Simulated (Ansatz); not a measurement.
Species: trifluoro(iodo)germane, sum formula GeIF$_{3}$, net charge 0, singlet state. 
Coordinates optimised at B3LYP-D3(BJ)/def2-TZVP (Ansatz, a quantum-chemistry and plane-wave program):
```
Ge
F 1 1.7164
F 1 1.7164 2 106.37
F 1 1.7164 2 106.37 3 113.12
I 1 2.4642 2 112.41 4 123.44
```

Property: vertical ionisation energy (to the doublet state of charge +1; each state is the SCF solution reached for its spin; the molecule has degenerate orbitals, so one determinant may break the symmetry), in eV. Cores are frozen in the correlated levels unless marked. Open shells are spin-unrestricted. No spin-orbit coupling. The frozen core is the preceding noble-gas configuration, with the filled d and f shells of earlier blocks. Past Kr the def2 sets carry scalar-relativistic core potentials. CBS marks a two-point X^-3 extrapolation of the correlation energy; Hartree-Fock from the larger set. The bracket is a focal-point correction in the basis named.

| level | program | vertical ionisation energy (eV) |
|---|---|---|
| r2SCAN/def2-TZVPD | Ansatz | 11.22 |
| B3LYP/def2-TZVPD | Ansatz | 11.31 |
| wB97M-V/def2-TZVPD | Ansatz | 11.25 |
| wB97X-V/def2-TZVPD | Ansatz | 11.33 |
| B2PLYP/def2-TZVPD | Ansatz | 11.25 |
| MP2/def2-SVPD | Ansatz | 11.20 |
| MP2/CBS(def2-TZVPPD,def2-QZVPPD) | Ansatz | 11.45 |
| RI-MP2/def2-TZVPPD | Ansatz | 11.25 |
| RI-MP2/CBS(def2-TZVPPD,def2-QZVPPD) | Ansatz | 11.45 |
| SCS-MP2/def2-TZVPPD | Ansatz | 11.20 |
| CCSD/def2-TZVPPD | Ansatz | 11.20 |
| CCSD/def2-QZVPPD | Ansatz | 11.31 |
| CCSD(T)/def2-TZVPPD | Ansatz | 11.23 |
| RI-MP2/CBS(def2-TZVPPD,def2-QZVPPD)+[CCSD(T)-MP2]/def2-TZVPPD | Ansatz | 11.42 |
| CCSD(T)/CBS(def2-TZVPPD,def2-QZVPPD) | Ansatz | 11.45 |
